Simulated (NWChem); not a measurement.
## Correlation energy of SeSn

```xyz
2

Sn     0.0000     0.0000     0.9594
Se     0.0000     0.0000    -1.4109
```
Charge 0, spin multiplicity 1.

The numbers come from NWChem runs, not from measurements. The geometry was optimised at PBE/def2-SVP with def2 effective core potentials on Sn, a minimum by its harmonic frequencies.

Basis set: def2-SVP. Each correlation energy counts from its own Hartree-Fock reference.

Effective core potentials replace the inner electrons of Sn; spin-orbit coupling is left out. The correlated methods keep 13 core orbitals frozen. The structure started from a generated list of species. No row is a measurement; the coupled-cluster row has its own basis-set and correlation limits.

### Question
One of these methods gave a correlation energy of -320.8 mHa. Which?
(A) SCS-MP2
(B) MP2
(C) CR-CCSD[T]
(D) CR-CCSD(T)

### Answer
B, MP2. The others give -298.2 (SCS-MP2), -340.3 (CR-CCSD[T]), -338.8 (CR-CCSD(T)).
